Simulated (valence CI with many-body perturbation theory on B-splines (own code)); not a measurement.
## Pt⁴⁶⁺: magnetic and hyperfine properties of the levels

Computed by relativistic CI+MBPT: four valence electrons over a frozen Dirac-Fock core [Ar] 3d10, radial functions for each j: 11 s, 11 p, 9 d, 7 f, 5 g, 2 h, 1 i, with the one-electron correlation potential Σ1, the two-electron term Σ2, the three-electron term Σ3, Breit, model QED; selected CI, second order for the rest (own B-spline code, finite nucleus).

The last digits are not significant, and no measured levels were compared; by estimate large intervals hold to a few tenths of a per cent, small ones and those within an open d or f shell to about a per cent.

A/g_I is the dipole constant over the nuclear g factor μ/I (μ in nuclear magnetons, uniformly magnetised nucleus), B/Q the quadrupole constant per barn. Both hold the static response of the core; the bare values leave it out. Large factors of s and p1/2 electrons are usually good to 5 to 10 %; those of open d and f shells near neutrality can be off by tens of per cent, and small factors of p3/2, d and f electrons come from cancelling terms and can be off by a factor of two or in sign, in half-filled shells by more. B is blank for J = 1/2, where it vanishes, and for nearly pure S terms. Energies count from the lowest level. Levels with J = 0 are left out.

Levels are named by their leading jj configuration (3d3/2^4 stands for four electrons in 3d with j = 3/2), which in mixed levels can hold well under half, so a name can repeat and another be missing. Letters in brackets count levels of one name in rising energy.

| Level | E (eV) | g | A/g_I (MHz) | A/g_I bare | B/Q (MHz/b) | B/Q bare |
| --- | --- | --- | --- | --- | --- | --- |
| (4s^2 4p1/2 4p3/2) J=1 | 122.69 | 1.496 | -78800 | -77200 | 73700 | 71400 |
| (4s^2 4p1/2 4p3/2) J=2 | 127.32 | 1.173 | 223000 | 216000 | 133000 | 129000 |
| (4s 4p1/2^2 4p3/2) J=2 | 229.24 | 1.553 | 561000 | 544000 | 135000 | 131000 |
| (4s 4p1/2^2 4p3/2) J=1 | 245.07 | 1.075 | -408000 | -395000 | 92200 | 89500 |
| (4s^2 4p3/2^2) J=2 | 253.53 | 1.316 | 73500 | 70800 | 14300 | 13800 |
| (4s^2 4p1/2 4d3/2) J=2 | 289.99 | 0.760 | 195000 | 190000 | 28900 | 28600 |
| (4s^2 4p1/2 4d3/2) J=1 | 309.92 | 0.855 | -144000 | -138000 | 11700 | 11600 |
| (4s^2 4p1/2 4d5/2) J=2 | 324.99 | 1.337 | -22200 | -20800 | 10000 | 10000 |
| (4s^2 4p1/2 4d5/2) J=3 | 326.71 | 1.129 | 145000 | 142000 | 10900 | 11000 |
| (4s 4p1/2 4p3/2^2) J=2 [a] | 350.77 | 1.491 | 309000 | 300000 | 52200 | 50700 |
| (4s 4p1/2 4p3/2^2) J=3 | 358.94 | 1.306 | 476000 | 462000 | 15000 | 14700 |
| (4s 4p1/2 4p3/2^2) J=1 [a] | 372.02 | 1.286 | 625000 | 605000 | -109000 | -106000 |
| (4s 4p1/2 4p3/2^2) J=2 [b] | 374.38 | 1.089 | 7020 | 6800 | -20300 | -19800 |
| (4s 4p1/2 4p3/2^2) J=1 [b] | 376.00 | 1.359 | 143000 | 138000 | 69800 | 67700 |
| (4s 4p1/2^2 4d3/2) J=1 | 397.83 | 0.429 | -463000 | -448000 | 12600 | 12500 |
| (4s 4p1/2^2 4d3/2) J=2 | 401.62 | 1.150 | 508000 | 493000 | 23600 | 23300 |
| (4s^2 4p3/2 4d3/2) J=2 | 429.90 | 1.049 | 41700 | 40700 | -6910 | -6670 |
| (4s^2 4p3/2 4d3/2) J=1 | 431.64 | 1.121 | 58600 | 57200 | -66000 | -64200 |
| (4s 4p1/2^2 4d5/2) J=3 | 431.81 | 1.355 | 346000 | 336000 | 21900 | 21700 |
| (4s^2 4p3/2 4d3/2) J=3 | 432.26 | 1.107 | 59100 | 57700 | 148000 | 144000 |
| (4s 4p1/2^2 4d5/2) J=2 | 439.75 | 1.040 | -283000 | -273000 | 5380 | 5640 |
| (4s^2 4p3/2 4d5/2) J=4 | 446.10 | 1.245 | 36200 | 35400 | 178000 | 173000 |
| (4s^2 4p3/2 4d5/2) J=2 | 449.43 | 1.266 | 66600 | 65200 | -99700 | -96600 |
| (4s^2 4p3/2 4d5/2) J=3 | 465.70 | 1.187 | 39700 | 38900 | 9140 | 9270 |
| (4s^2 4p3/2 4d5/2) J=1 | 468.29 | 1.085 | -30300 | -27800 | 20200 | 19700 |
| (4p1/2^2 4p3/2^2) J=2 | 481.42 | 1.278 | 65000 | 63400 | 26900 | 26200 |
| (4s 4p3/2^3) J=2 | 495.17 | 1.414 | 531000 | 515000 | -145000 | -140000 |
| (4s^2 4p1/2 4f5/2) J=3 | 506.55 | 0.831 | 79100 | 77400 | 37900 | 36200 |
| (4s 4p3/2^3) J=1 | 510.34 | 1.184 | -409000 | -397000 | -51600 | -49900 |
| (4s 4p1/2 4p3/2 4d3/2) J=2 [a] | 511.25 | 1.003 | 32200 | 31700 | -15800 | -15400 |
| (4s 4p1/2 4p3/2 4d3/2) J=1 [a] | 511.63 | 1.161 | 231000 | 225000 | -70200 | -68200 |
| (4s 4p1/2 4p3/2 4d3/2) J=3 [a] | 514.25 | 1.161 | 260000 | 253000 | 17300 | 16800 |
| (4s^2 4p1/2 4f5/2) J=2 | 514.65 | 0.979 | 49900 | 49100 | -18700 | -18500 |
| (4s^2 4p1/2 4f7/2) J=4 | 516.88 | 1.112 | 200000 | 194000 | 61000 | 58700 |

(1) Take the isotope of mass number 195, with I = 1/2, μ = 0.6073 μN. What is the hyperfine structure of (4s^2 4p1/2 4d5/2) J=2?

Answers

(1) From the table A = -27000 MHz. Shifts from the centre of gravity in MHz: F = 3/2: 40500, F = 5/2: -27000.
